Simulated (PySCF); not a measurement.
# Vertical excitation energies

Compound: C₅H₂FO₂S (charge -1).
SMILES: `c1(C(=O)[O-])sccc1F`

Method: PySCF, TDDFT PBE0/def2-SVPD, vertical, gas phase, core orbitals frozen in the response. Isolated species at its GFN2-xTB geometry, gas phase. Torsions of this conformer, `[O:1]=[C:2]([O-:3])[c:4]1[s:5][cH:6][cH:7][c:8]1[F:9]`: O1–C2–C4–S5 180°.

```tsv
state	E (eV)	ν̃ (cm⁻¹)	f	symmetry	main configurations (H = HOMO, L = LUMO)
S1	4.08	32870	0.0000	–	H→L (96%)
S2	4.32	34870	0.0001	–	H-1→L (97%)
S3	4.78	38580	0.0042	A′	H-2→L (97%)
S4	5.11	41210	0.0029	A′	H→L+1 (85%)
S5	5.29	42670	0.026	A′	H-1→L+1 (62%), H-3→L (21%)
S6	5.35	43130	0.106	A′	H-3→L (68%), H-1→L+1 (22%)
```

Triplets, Tamm–Dancoff:

| state | E (eV) | λ (nm) | main configurations (H = HOMO, L = LUMO) |
| --- | --- | --- | --- |
| T1 | 3.61 | 343.6 | H-3→L (93%) |
| T2 | 3.88 | 319.2 | H→L (87%) |

The lowest singlet lies at 4.08 eV (304 nm, ultraviolet) and is dark (f under 0.0005); its leading configuration is HOMO→LUMO (96%). The strongest level in the table is S6 at 5.35 eV (232 nm, f = 0.106). It is the last of those listed, so stronger ones may follow. Löwdin shares by element: HOMO oxygen 84%, carbon 7% or more; LUMO carbon 52% or more, sulfur 21% (atoms not listed hold the other 26%). Orbital energies (eV): HOMO-3 -3.02, HOMO-2 -2.71, HOMO-1 -2.60, HOMO -2.32, LUMO 3.02, LUMO+1 3.55, LUMO+2 4.03. The listed states span 1.27 eV, and the widest gap between neighbours is 0.46 eV (S2 to S3). The oscillator strengths of these states sum to 0.140; summed over the whole spectrum of an exact calculation they would give the number of electrons, 74 (Thomas–Reiche–Kuhn). No detachment energy is given for this anion; states above it aren't bound, and a finite basis only mimics them. Symmetry labels in Cs follow from the direction of the transition dipole and are given only for states with f of 0.002 or more. Singlets were solved by full linear response, triplets in the Tamm–Dancoff approximation.
